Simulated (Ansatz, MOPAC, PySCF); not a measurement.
C4H12GeO3, SMILES `C[C](C)(C)[Ge]([OH])([OH])[OH]`, neutral singlet in the gas phase. The geometry has C3 symmetry (within 0.05 Å) and had no frequency check at the DFT level, so a distortion to lower symmetry isn't ruled out.

Cartesian coordinates (Å):
```xyz
20

C     -1.3955     0.0352     1.1873
C     -0.6139    -0.0957    -0.1276
C     -1.0572     0.9705    -1.1393
C     -0.7598    -1.5063    -0.7158
Ge     1.2814     0.1995     0.2666
O      1.8792    -0.9428     1.5029
O      1.5721     1.8512     0.8817
O      2.2944    -0.0136    -1.1892
H     -1.0652    -0.7096     1.9285
H     -1.2723     1.0360     1.6304
H     -2.4732    -0.1236     1.0047
H     -0.4805     0.9014    -2.0750
H     -2.1246     0.8352    -1.3889
H     -0.9312     1.9871    -0.7346
H     -1.8196    -1.7112    -0.9498
H     -0.4161    -2.2754    -0.0062
H     -0.1809    -1.6168    -1.6462
H      2.6641    -1.4122     1.1888
H      2.0494     1.8278     1.7224
H      2.8494     0.7637    -1.3408
```
Charge 0, multiplicity 1.

All levels are single points at this geometry (B3LYP-D3(BJ)/def2-SVP); Pople sets use spherical d functions. Orbital energies aren't observables, and empty levels follow the basis.

PM3 in MOPAC gives dipole (D) = 0.13.

Estimate the dipole (D) from each of these levels: B3LYP-D3(BJ)/def2-TZVP in Ansatz (a first-principles code); HF/6-31G* in PySCF; AM1 in MOPAC; PM6 in MOPAC; PM7 in MOPAC.


```
level                             dipole (D)
--------------------------------  ----------
B3LYP-D3(BJ)/def2-TZVP in Ansatz        0.29
HF/6-31G* in PySCF                      0.54
AM1 in MOPAC                            0.74
PM6 in MOPAC                            0.77
PM7 in MOPAC                            1.91
```
